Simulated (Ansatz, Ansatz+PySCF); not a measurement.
```yaml
atoms:
  - { symbol: B, position_ang: [0.0000, 0.0000, -0.9049] }
  - { symbol: B, position_ang: [0.0000, 0.0000, 0.9049] }
```

Basis set: 6-31G (spherical functions). Left uncorrelated: 2 orbitals. Correlation on ROHF uses semicanonical orbitals with singles. Charge 0, multiplicity 3.

Computed with Ansatz (development build ahead of 0.2.0); each method stands on the lowest determinant of its kind that the runs found.

The atomization energy at this shape (free ground-state atoms in the same class of orbitals less the molecule, no zero-point energy) of triplet B₂:

| method | atomization energy |
| --- | --- |
| full CI (lowest root of this spin) | 226.5 kJ/mol |
| UHF-MP2 | 174.0 kJ/mol |
| ROHF-MP2 | 164.7 kJ/mol |
| UHF-CCSD(T) | 208.6 kJ/mol |
| UHF-CCSD | 184.0 kJ/mol |
| ROHF-CCSD(T) | 190.7 kJ/mol |
| ROHF-CCSD | 180.2 kJ/mol |
| UHF | 164.6 kJ/mol |
| ROHF | 124.9 kJ/mol |

(1) What does PBE0 (unrestricted) give?

Results:

(1) 261.3 kJ/mol. Caution for PBE0 (unrestricted), UHF-MP2, UHF-CCSD(T), UHF-CCSD, UHF: the unrestricted determinant is spin contaminated. Caution for UHF-MP2, ROHF-MP2, UHF-CCSD(T), ROHF-CCSD(T): another reference gives a lower total. Caution for UHF-MP2, UHF-CCSD(T), UHF-CCSD: large share of triples, a single reference is doubtful. Caution for UHF-MP2, ROHF-MP2, UHF-CCSD(T), UHF-CCSD, ROHF-CCSD(T), ROHF-CCSD, UHF, ROHF: the determinant may break the point group.

This basis has no polarisation functions and is too small for such energies, which can lie far from measured ones in either direction.
